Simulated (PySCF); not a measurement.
# Shifts of the heteroatoms

Numbering as in the mapped SMILES `[F:1][CH:2]([F:3])[c:4]1[cH:5][cH:6][cH:7][cH:8][n:9]1`; H(Xn) means a hydrogen on atom n.

Computational details: σ from GIAO-PBE0/pcSseg-1, structure optimised with GFN2-xTB, couplings computed with B3LYP/pcJ-1 (spin–dipole term only in couplings to heteroatoms), in PySCF 2.14 (no solvent, equivalent nuclei averaged, no relativistic terms, single conformer).

Question: Predict the ¹⁹F NMR data.

Answer: 
```csv
atoms,environment,σ (ppm),δ (ppm)
F1/F3,fluorine of a CF2 group,294.2,-104.9
```

Shieldings were converted by a linear fit to measured shifts: ¹⁹F (scatter 6.0 ppm rms, 7.0 ppm with the 5 outliers that the fit left out vs CFCl3, solution or neat liquid, with a term for F on sp3 carbon). Occasional misses reach two or three times the rms, and more in compound classes unlike the fitted ones. Couplings are scaled by factors fitted to measured values: ³J(H,H) × 0.92 (rms 0.5 Hz), ¹J(C,F) × 0.77 (rms 8.7 Hz), ²J(C,F) × 1.14 (rms 1.9 Hz, 10.1 with 1 outliers), ³J(C,F) × 1.46 (rms 1.5 Hz); all others are unscaled and can be 10–30 % off.

Couplings (the largest are listed; each averaged over equivalent pairs): ¹J(F1,C2) = -227.8 Hz, ²J(F1,F3) = 297.8 Hz, ²J(F1,H(C2)) = 61.3 Hz, ²J(F1,C4) = 32.3 Hz, ³J(F1,N9) = -5.7 Hz.

On a 600 MHz spectrometer ¹⁹F resonates near 564.6 MHz, so 1 ppm is 564.6 Hz.

Question: Predict the ¹⁵N NMR data.

Answer: 
```csv
atoms,environment,σ (ppm),δ (ppm)
N9,pyridine-type ring nitrogen,-84.8,-70.0
```

Shieldings were converted by a linear fit to measured shifts: ¹⁵N: δ = -148.07 − 0.921σ (rms 6.3 ppm, 71 shifts vs CH3NO2, solution or neat liquid). A few per cent of atoms miss by over 2 rms, more outside the fitted compound classes. Couplings are scaled by factors fitted to measured values: ³J(H,H) × 0.92 (rms 0.5 Hz), ¹J(C,F) × 0.77 (rms 8.7 Hz), ²J(C,F) × 1.14 (rms 1.9 Hz, 10.1 with 1 outliers), ³J(C,F) × 1.46 (rms 1.5 Hz); all others are unscaled and can be 10–30 % off.

Couplings (the largest are listed; each averaged over equivalent pairs): ²J(N9,H(C8)) = -11.7 Hz, ³J(F1,N9) = -5.7 Hz, ³J(N9,H(C7)) = -1.5 Hz, ³J(N9,H(C2)) = -1.2 Hz. Signs are for ¹⁵N, whose magnetogyric ratio is negative.

On a 500 MHz spectrometer ¹⁵N resonates near 50.7 MHz, so 1 ppm is 50.7 Hz.
